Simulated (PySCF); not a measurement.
## Ionisation energy of Pd³¹⁺ by level of theory

Pd³¹⁺ [Ne] 3s2 3p3 (4S) → Pd³²⁺ [Ne] 3s2 3p2 (3P), as a difference of total energies. Computed with PySCF 2.14 in an uncontracted even-tempered set (18 s from 4.7 bohr⁻², ratio 2.5; 12 p from 6.1 bohr⁻², ratio 2.5; 5 d from 26 bohr⁻², ratio 2.7; 4 f from 38 bohr⁻², ratio 2.7), with the spin-free X2C one-electron Hamiltonian (Gaussian nucleus). Correlated levels: outer shells: 1s2 frozen; virtual orbitals above 40 to 60 times the deepest correlated orbital energy dropped. The calculations carry no spin-orbit coupling.

```json
{"method": "UHF", "ionisation energy (eV)": "1873.2"}
{"method": "LDA", "ionisation energy (eV)": "1873.8"}
{"method": "PBE", "ionisation energy (eV)": "1874.1"}
{"method": "B3LYP", "ionisation energy (eV)": "1874.4"}
{"method": "B2PLYP", "ionisation energy (eV)": "1874.1"}
{"method": "MP2 (outer shells)", "ionisation energy (eV)": "1873.7"}
{"method": "SCS-MP2 (outer shells)", "ionisation energy (eV)": "1873.5"}
```

Question: Estimate what r2SCAN gives.

Answer: 1874.9 eV, closest to B3LYP among the rows shown.

Question: Estimate what PBE0 gives.

Answer: 1874.2 eV, closest to B2PLYP among the rows shown.

Spin-orbit coupling is strong in these open shells (close to jj coupling). The scalar numbers leave it out and a first-order estimate fails, so it can dominate the gap to the real levels.

Breit and QED terms and the two-electron picture change are absent.

For comparison: 1869 ± 7 eV (semi-empirical (NIST evaluation); NIST Atomic Spectra Database, ionization energies).
